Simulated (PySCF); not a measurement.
**Question.** Give a PBE0-D3(BJ)/def2-SVP geometry of `[SiH3][SiH2][SiH2]Br`.

**Answer.** 
```xyz
11
BrH7Si3 angstrom
Si    -1.9973    0.2634   -0.2386
Si     0.1012   -0.7241   -0.5944
Si     1.7288    0.3622    0.6898
Br     3.6594   -0.7318    0.4067
H     -1.9338    1.7070   -0.6233
H     -2.3460    0.1676    1.2123
H     -3.0596   -0.4125   -1.0433
H      0.0843   -2.1659   -0.1976
H      0.4983   -0.6113   -2.0322
H      1.3939    0.3501    2.1445
H      1.9288    1.7764    0.2560
```

Orientation and origin are arbitrary. Atoms count from 1 in this order. Si2 (SiH2 silicon) is tetrahedral (angles from 107.9° to 110.8°). Si1 (SiH3 silicon) is tetrahedral (angles from 108.7° to 111.3°). Si3 (SiH2 silicon) is tetrahedral (angles from 107.7° to 112.0°).

Bonds between heavy atoms (Å): Si1–Si2 2.346, Si2–Si3 2.341, Si3–Br4 2.237.

The calculation used PySCF 2.14.0, PBE0-D3(BJ)/def2-SVP geometry optimisation, gas phase.

Point group: near Cs, missed by 0.20 Å at most; the miss may be what the optimiser left on a soft mode. No frequency check. One conformer, not necessarily the lowest (Si1–Si2–Si3–Br4 176°).
